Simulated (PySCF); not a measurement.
## Ionisation energy of Au⁶³⁺ by level of theory

Au⁶³⁺ [Ne] 3s2 3p4 [3p1/2^2 3p3/2^2, M_J = 2] → Au⁶⁴⁺ [Ne] 3s2 3p3 [3p1/2^2 3p3/2^1, M_J = 3/2], as a difference of total energies. Calculation: PySCF 2.14, in an even-tempered Gaussian basis (17 s from 21 bohr⁻², ratio 2.4; 14 p from 27 bohr⁻², ratio 2.4; 4 d from 94 bohr⁻², ratio 2.6; 4 f from 140 bohr⁻², ratio 2.6); the two-component X2C-1e Hamiltonian. Correlated levels: 1s2 frozen; the 46 highest virtual spinors dropped. "Screened" scales the spin-orbit matrix elements by Boettger's factors to mimic the two-electron term; Breit and QED terms are absent.

```csv
method,ionisation energy (eV)
GHF (spin-free),7123.1
GMP2 (spin-free),7124.5
GHF (screened spin-orbit),7002.0
GMP2 (screened spin-orbit),7002.6
```

Breit and QED terms and the two-electron picture change are absent.

The spin-free rows relax to the high-spin LS determinant and lack the spin-orbit shift.

The labels give the starting determinants; with spin-orbit coupling the two ends relaxed to ⟨J²⟩ = 6.00, ⟨L²⟩ = 3.32, ⟨S²⟩ = 1.41 and ⟨J²⟩ = 3.75, ⟨L²⟩ = 2.62, ⟨S²⟩ = 1.49.

For comparison: 6997 ± 19 eV (theoretical estimate listed by NIST; NIST Atomic Spectra Database, ionization energies).
